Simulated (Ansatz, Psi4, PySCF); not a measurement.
Br2Zn, charge +1, doublet (typed; the unrestricted solution is spin-contaminated), geometry from GFN2-xTB (such geometries of metal compounds can be far from the true shape) (a state made from the parent by changing its charge; the spin is typed, not shown lowest). Base run: CAMB3LYP/STO-3G (PySCF).

PySCF was given this input:
```python
from pyscf import gto, scf, dft

mol = gto.M(
    atom='''
Zn    0.000000    0.000000    0.000000
Br   -0.000000   -0.000000   -2.376887
Br    0.000000    0.000000    2.376887
''',
    basis='sto-3g',
    charge=1,
    spin=1,
    verbose=4,
)

mf = dft.UKS(mol)
mf.xc = 'camb3lyp'
mf.kernel()
```

The same geometry, method and basis name were run in Ansatz (an electronic-structure program) and Psi4 and PySCF, at each program's defaults and at the settings that a row names. The base is PySCF at its defaults. Differences at the defaults can come from grids, fitting, cores and function types together. The rows with settings made alike still differ; the cause (another SCF solution, basis table, core potential or functional code) wasn't traced.

```json
[
 {"code and settings": "PySCF, defaults (exact integrals, its default grid, spherical functions)", "ΔE vs base (mEh)": "0.000", "basis functions": "54", "E (Eh)": "-6850.71521", "SCF cycles": "27", "outcome": "converged"},
 {"code and settings": "Psi4, defaults (density fitting with its default set, spherical functions)", "ΔE vs base (mEh)": "-", "basis functions": "54", "E (Eh)": "-", "SCF cycles": "-", "outcome": "not converged"},
 {"code and settings": "Ansatz, defaults (factorised integrals, its default grid, spherical functions)", "ΔE vs base (mEh)": "-13.492", "basis functions": "54", "E (Eh)": "-6850.72870", "SCF cycles": "-", "outcome": "converged"},
 {"code and settings": "PySCF, density fitting with def2-universal-jkfit", "ΔE vs base (mEh)": "-3.945", "basis functions": "54", "E (Eh)": "-6850.71915", "SCF cycles": "27", "outcome": "converged"},
 {"code and settings": "PySCF, fine grid", "ΔE vs base (mEh)": "-0.025", "basis functions": "54", "E (Eh)": "-6850.71524", "SCF cycles": "27", "outcome": "converged"},
 {"code and settings": "Psi4, exact integrals, spherical functions, fine grid", "ΔE vs base (mEh)": "-", "basis functions": "54", "E (Eh)": "-", "SCF cycles": "-", "outcome": "not converged"},
 {"code and settings": "Ansatz, high accuracy", "ΔE vs base (mEh)": "-13.495", "basis functions": "54", "E (Eh)": "-6850.72871", "SCF cycles": "-", "outcome": "converged"}
]
```

Open shells are given as the SCF converged; they aren't shown to be the lowest states, and a large step between rows can be another state.
